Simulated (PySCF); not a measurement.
# K⁺: ionisation energy

K⁺ [Ar] (1S) → K²⁺ [Ne] 3s2 3p5 (2P), as a difference of total energies. All numbers are calculated (PySCF 2.14, the non-relativistic Hamiltonian (point nucleus), in def2-SVP). Correlated levels: valence: [Ne] 3s2 frozen. The calculations carry no spin-orbit coupling.

Q: Order these methods by the ionisation energy they give, lowest first.
A. BP86
B. MP2 (valence)
C. MN15
D. CCSD(T) (valence)

A: B (32.057 eV), D (32.090 eV), A (32.940 eV), C (33.228 eV).

These non-relativistic numbers lack the scalar-relativistic shift.

The reference lies between the lowest fine-structure levels, while these numbers refer to the centres of the terms.

Errors of the correlated levels include the incompleteness of this basis and the frozen core.

For comparison: 31.625 eV (measured; NIST Atomic Spectra Database, ionization energies).
